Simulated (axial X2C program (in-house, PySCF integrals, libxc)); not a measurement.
**Spin–orbit effects down a group: molecules with In (ions), CCSD(T)**

Computed with an axial X2C code built on PySCF integrals, spin-free (one-electron X2C) or two-component (2c: spin–orbit coupling with atomic mean-field Coulomb and Gaunt terms, which also bring small scalar terms), in Dyall basis sets with cores contracted in-house; open shells are unrestricted.

Basis sets: H dyall-v3z, In dyall-cv3z, Li dyall-cv3z, Na dyall-cv3z. Frozen shells (counts by l): InH⁺ In 4s3p1d, H none, 13 electrons correlated; LiIn⁺ In 4s3p1d, Li 1s, 13 electrons correlated; NaIn⁺ In 4s3p2d, Na 2s1p, 3 electrons correlated. Coupled cluster in natural virtuals with an MP2 remainder. Where the outer core of a metal is frozen, bonds come out longer and ionisation energies lower. Frozen cores can differ along the series, which adds to the trend.

```csv
molecule,spin-free state,Re (Å),ωe (cm⁻¹),De (eV),2c state,Re 2c (Å),ωe 2c (cm⁻¹),De 2c (eV)
InH⁺,"M_S = 1/2, Λ = 0",1.842,1070.3,0.20,Ω = 1/2,1.841,1073.1,0.21
LiIn⁺,"M_S = 1/2, Λ = 0",3.215,196.0,1.24,Ω = 1/2,3.210,195.8,1.08
NaIn⁺,"M_S = 1/2, Λ = 0",3.558,103.3,0.92,Ω = 1/2,3.553,103.0,n/a
```

Fragments in 2c: In+ + H, In + Li+, In + Na+. Each entry is the lowest single determinant of a limited PBE0 search at one distance. De goes to single-determinant-based atoms at the same level (for ions the charge split of lowest energy) and is withheld (n/a) where an atom does not fit its ground term or J level. Main or longest-lived isotopes.
